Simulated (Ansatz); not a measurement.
Mulliken charges of `C[Te][SiH2]O` from B3LYP/def2-TZVPP in Ansatz (PBE0-D4/def2-TZVP geometry).

```tsv
atom	x (Å)	y (Å)	z (Å)	charge (e)
C1	-1.321	0.505	-1.302	-0.482
Te2	-1.591	0.262	0.818	0.024
Si3	0.698	-0.587	1.184	0.386
O4	1.797	0.587	0.811	-0.385
H5	-1.131	-0.463	-1.760	0.144
H6	-0.498	1.192	-1.480	0.153
H7	-2.248	0.924	-1.690	0.142
H8	0.966	-1.774	0.325	-0.083
H9	0.764	-0.984	2.614	-0.082
H10	2.647	0.289	0.482	0.183
```

Question: By hand: the dipole of these point charges (1 e Å = 4.8032 D).

Answer: Σ q r = (-0.041, -0.162, -0.081) e Å, of length 0.186 e Å = 0.89 D.

Question: How does the dipole of the full density compare? (Estimate.)

Answer: Computed: (0.249, -0.137, -0.301) e Å, 1.99 D; the point charges give 0.45 times that, at 62° from its direction.

Point charges leave out the atoms' own dipoles, such as those of lone pairs, and Mulliken's split depends on the basis, so the two needn't agree.

B3LYP here is the variant with VWN-RPA as its local correlation; programs differ in this.
